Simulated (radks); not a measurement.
The numbers below are computed, except where a source is named.
Task: The tin anion Sn4-, [Xe], held by a Watson sphere: a shell of charge +4 at radius R that stands for the Madelung well of a crystal (potential energy -4/R inside, -4/r outside, in hartree with lengths in bohr). Code: a radial shooting solver on a logarithmic mesh with Libxc functionals. Model: scalar-relativistic Kohn-Sham, LDA (Slater exchange, Perdew-Wang correlation), spin-unpolarised, spherical densities, point nucleus. Response by self-consistent Sternheimer equations with the Hartree and adiabatic LDA kernel, the relativistic mass of each level held fixed and spin-orbit coupling left out. The sphere does not respond.

R (bohr)  e(4d) (eV)  e(5s) (eV)  e(5p) (eV)  <r> 5p (bohr)  sum of <r^2> (bohr^2)  X-ray form factor at sin(theta)/lambda = 0.1 1/angstrom  alpha (bohr^3)
2.4          -27.546     -14.763      -7.269          2.807                  90.23                                                   48.594           49.36
2.7          -26.068     -13.654      -6.792          2.958                  97.05                                                   48.322           59.95
3.26         -24.506     -11.923      -5.874          3.255                  111.3                                                   47.828           88.43
3.28         -24.469     -11.869      -5.843          3.266                  111.8                                                   47.811           89.68
3.42         -24.233     -11.511      -5.626          3.342                  115.7                                                   47.695           98.98
3.96         -23.626     -10.366      -4.862          3.641                  131.4                                                   47.283           144.4
5.07         -23.108      -8.942      -3.689          4.274                  168.4                                                   46.645           301.2

Estimate the row for R = 2.56 bohr.

Result: e(4d) (eV) -26.681; e(5s) (eV) -14.158; e(5p) (eV) -7.020; <r> 5p (bohr) 2.886; sum of <r^2> (bohr^2) 93.79; X-ray form factor at sin(theta)/lambda = 0.1 1/angstrom 48.449; alpha (bohr^3) 54.63.
